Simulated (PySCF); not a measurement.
C4H7NSi, SMILES CC1=CN=C[SiH2]1.

The structure is a stationary point at B3LYP-D3(BJ)/def2-SVP. This is a generated structure with no PubChem entry under its InChIKey; it may be hypothetical.

Vertical ionisation energy (IE) and electron affinity (EA) in eV. Rows of orbital energies are one-electron estimates. Where ΔSCF, EOM or ADC give a negative EA the extra electron is unbound and the value depends on the basis.

```json
[
 {"level": "−ε(HOMO), −ε(LUMO), PBE0/def2-TZVP (PySCF)", "IE": "[?]", "EA": "[?]"},
 {"level": "−ε(HOMO), −ε(LUMO), PBE/def2-TZVP (PySCF)", "IE": "5.70", "EA": "2.83"}
]
```

Task: What belongs in the gaps? (The exact figures need the calculation; the answer reports its results.)

Result: 
- −ε(HOMO), −ε(LUMO), PBE0/def2-TZVP (PySCF), IE: 7.01
- −ε(HOMO), −ε(LUMO), PBE0/def2-TZVP (PySCF), EA: 1.88
